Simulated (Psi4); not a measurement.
Psi4 input (wB97X-D/6-31G*):

```
memory 1500 MB

molecule {
0 1
Si   -1.07247900    0.08671500    0.21192300
P     1.12328100   -0.06802800   -0.33237500
H    -1.81711400   -0.89255900   -0.61340200
H    -1.53175300    1.45323300   -0.12913000
H    -1.35648400   -0.17410100    1.64265400
H     1.31289000   -1.29737100    0.35134200
H     1.55796100    0.71721500    0.76723900
symmetry c1
no_reorient
no_com
}

set {
  basis 6-31G*
  reference rks
  scf_type pk
  dft_radial_points 99
  dft_spherical_points 590
  e_convergence 1e-8
  d_convergence 1e-7
  maxiter 150
}

e = energy('wb97x-d')
print_out(f'\nFINAL {e:.10f} DIPOLE {variable("CURRENT DIPOLE")[0]:.6f} {variable("CURRENT DIPOLE")[1]:.6f} {variable("CURRENT DIPOLE")[2]:.6f}\n')
```

Output:

```
   => Loading Basis Set <=

    Name: 6-31G*
    Role: ORBITAL
    Keyword: BASIS
    atoms 1   entry SI         line   268 file 6-31gs.gbs
    atoms 2   entry P          line   292 file 6-31gs.gbs
    atoms 3-7 entry H          line    44 file 6-31gs.gbs

   => WB97X-D: Empirical Dispersion <=

    Chai and Head-Gordon Dispersion Correction
    Chai, J.-D.; Head-Gordon, M. (2010), J. Chem. Phys., 132: 6615-6620

        s6 =       1.000000

         ---------------------------------------------------------
                                   SCF
               by Justin Turney, Rob Parrish, Andy Simmonett
                          and Daniel G. A. Smith
                              RKS Reference
         ---------------------------------------------------------

  ==> Geometry <==

    Molecular point group: c1
    Full point group: C1

    Geometry (in Angstrom), charge = 0, multiplicity = 1:

       Center              X                  Y                   Z               Mass
    ------------   -----------------  -----------------  -----------------  -----------------
         SI          -1.072479000000     0.086715000000     0.211923000000    27.976926534650
         P            1.123281000000    -0.068028000000    -0.332375000000    30.973761998420
         H           -1.817114000000    -0.892559000000    -0.613402000000     1.007825032230
         H           -1.531753000000     1.453233000000    -0.129130000000     1.007825032230
         H           -1.356484000000    -0.174101000000     1.642654000000     1.007825032230
         H            1.312890000000    -1.297371000000     0.351342000000     1.007825032230
         H            1.557961000000     0.717215000000     0.767239000000     1.007825032230

  Running in c1 symmetry.

  Rotational constants: A =      1.71709  B =      0.18336  C =      0.18262 [cm^-1]
  Rotational constants: A =  51476.93135  B =   5496.95164  C =   5474.81087 [MHz]
  Nuclear repulsion =   90.073173799859418

  Charge       = 0
  Multiplicity = 1
  Electrons    = 34
  Nalpha       = 17
  Nbeta        = 17

  ==> Algorithm <==

  SCF Algorithm Type is PK.
  DIIS enabled.
  MOM disabled.
  Fractional occupation disabled.
  Guess Type is SAD.
  Energy threshold   = 1.00e-08
  Density threshold  = 1.00e-07
  Integral threshold = 1.00e-12

  ==> Primary Basis <==

  Basis Set: 6-31G*
    Blend: 6-31G*
    Number of shells: 26
    Number of basis functions: 48
    Number of Cartesian functions: 48
    Spherical Harmonics?: false
    Max angular momentum: 2

  ==> DFT Potential <==

   => LibXC <=

    Version 7.1.2
    S. Lehtola, C. Steigemann, M. J. T. Oliveira, and M. A. L. Marques,  SoftwareX 7, 1–5 (2018) (10.1016/j.softx.2017.11.002)

   => Composite Functional: WB97X-D <=

    wB97X-D Hyb-GGA Exchange-Correlation Functional

    J.-D. Chai and M. Head-Gordon,  Phys. Chem. Chem. Phys. 10, 6615–6620 (2008) (10.1039/B810189B)

    Deriv               =              1
    GGA                 =           TRUE
    Meta                =          FALSE

    Exchange Hybrid     =           TRUE
    MP2 Hybrid          =          FALSE

   => Exchange-Correlation Functionals <=

    1.0000   wB97X-D range-separated functional

   => Exact (HF) Exchange <=

    0.7780            HF,LR [omega = 0.2000]
    0.2220               HF

   => LibXC Density Thresholds  <==

    XC_HYB_GGA_XC_WB97X_D:  1.00E-14

   => Molecular Quadrature <=

    Radial Scheme          =       TREUTLER
    Pruning Scheme         =           NONE
    Nuclear Scheme         =       TREUTLER

    Blocking Scheme        =         OCTREE
    BS radius alpha        =              1
    Pruning alpha          =              1
    Radial Points          =             99
    Spherical Points       =            590
    Total Points           =         389548
    Total Blocks           =           2789
    Max Points             =            256
    Max Functions          =             47
    Weights Tolerance      =       1.00E-15

  ==> Integral Setup <==

  Using in-core PK algorithm.
   Calculation information:
      Number of atoms:                   7
      Number of AO shells:              26
      Number of primitives:             74
      Number of atomic orbitals:        48
      Number of basis functions:        48

      Integral cutoff                 1.00e-12
      Number of threads:                 1

  Performing in-core PK
  Using 2076228 doubles for integral storage.
  We computed 59933 shell quartets total.
  Whereas there are 61776 unique shell quartets.

  Computing range-separated integrals for PK
  We computed 59933 wK shell quartets total.
  Whereas there are 61776 wK unique shell quartets.

  ==> DiskJK: Disk-Based J/K Matrices <==

    J tasked:                  Yes
    K tasked:                  Yes
    wK tasked:                 Yes
    Omega:               2.000E-01
    Schwarz Cutoff:          1E-12


  Cached 100.0% of DFT collocation blocks in 0.469 [GiB].

  Minimum eigenvalue in the overlap matrix is 7.9183282612E-03.
  Reciprocal condition number of the overlap matrix is 1.4313456443E-03.
    Using symmetric orthogonalization.

  ==> Pre-Iterations <==

  SCF Guess: Superposition of Atomic Densities via on-the-fly atomic UHF (no occupation information).

   -------------------------
    Irrep   Nso     Nmo
   -------------------------
     A         48      48
   -------------------------
    Total      48      48
   -------------------------

  ==> Iterations <==

                        Total Energy        Delta E     RMS |[F,P]|

   @RKS iter SAD:  -633.27167576981083   -6.33272e+02   0.00000e+00
   @RKS iter   1:  -633.76651979825397   -4.94844e-01   4.05715e-03 ADIIS/DIIS
   @RKS iter   2:  -633.79130140529844   -2.47816e-02   1.98413e-03 ADIIS/DIIS
   @RKS iter   3:  -633.79698097619541   -5.67957e-03   2.29148e-04 ADIIS/DIIS
   @RKS iter   4:  -633.79715570149040   -1.74725e-04   6.80928e-05 DIIS
   @RKS iter   5:  -633.79716943661901   -1.37351e-05   1.35298e-05 DIIS
   @RKS iter   6:  -633.79716986460687   -4.27988e-07   3.08579e-06 DIIS
   @RKS iter   7:  -633.79716989582607   -3.12192e-08   5.96764e-07 DIIS
   @RKS iter   8:  -633.79716989741439   -1.58832e-09   1.02676e-07 DIIS
   @RKS iter   9:  -633.79716989746191   -4.75211e-11   2.29112e-08 DIIS
  Energy and wave function converged.

  ==> Post-Iterations <==

   Electrons on quadrature grid:
      Ntotal   =   33.9999996369 ; deviation = -3.631e-07

    Orbital Energies [Eh]
    ---------------------

    Doubly Occupied:

       1A    -77.230435     2A    -66.283412     3A     -6.668029
       4A     -5.403076     5A     -4.815628     6A     -4.814490
       7A     -4.811385     8A     -3.747550     9A     -3.746829
      10A     -3.746736    11A     -0.748100    12A     -0.621917
      13A     -0.484175    14A     -0.449733    15A     -0.430932
      16A     -0.406024    17A     -0.342927

    Virtual:

      18A      0.078529    19A      0.098742    20A      0.118312
      21A      0.126913    22A      0.139200    23A      0.202562
      24A      0.266605    25A      0.308054    26A      0.308660
      27A      0.373688    28A      0.382768    29A      0.405789
      30A      0.424443    31A      0.588879    32A      0.608058
      33A      0.663970    34A      0.713235    35A      0.744339
      36A      0.749011    37A      0.767843    38A      0.773224
      39A      0.856521    40A      0.860962    41A      0.942742
      42A      1.121968    43A      1.213052    44A      1.242770
      45A      1.257712    46A      1.289801    47A      2.971671
      48A      3.511737

    Final Occupation by Irrep:
              A
    DOCC [    17 ]
    NA   [    17 ]
    NB   [    17 ]

  @RKS Final Energy:  -633.79716989746191

   => Energetics <=

    Nuclear Repulsion Energy =             90.0731737998594184
    One-Electron Energy =               -1055.4816698955778520
    Two-Electron Energy =                 364.7908586706801088
    DFT Exchange-Correlation Energy =     -33.1776955745729936
    Empirical Dispersion Energy =          -0.0018368978505409
    VV10 Nonlocal Energy =                  0.0000000000000000
    Total Energy =                       -633.7971698974619130

Computation Completed

Properties will be evaluated at   0.000000,   0.000000,   0.000000 [a0]

Properties computed using the SCF density matrix

 Multipole Moments:

 ------------------------------------------------------------------------------------
     Multipole            Electronic (a.u.)      Nuclear  (a.u.)        Total (a.u.)
 ------------------------------------------------------------------------------------

 L = 1.  Multiply by 2.5417464519 to convert [e a0] to [Debye]
 Dipole X            :         -0.1255511            0.0000170           -0.1255341
 Dipole Y            :         -0.0636199            0.0000132           -0.0636067
 Dipole Z            :          0.3820795           -0.0000000            0.3820795
 Magnitude           :                                                    0.4071724

 ------------------------------------------------------------------------------------

FINAL -633.7971698975 DIPOLE -0.125534 -0.063607 0.382079

*** Psi4 exiting successfully. Buy a developer a beer!
```

The geometry given is a B3LYP-D3(BJ)/def2-TZVP minimum.
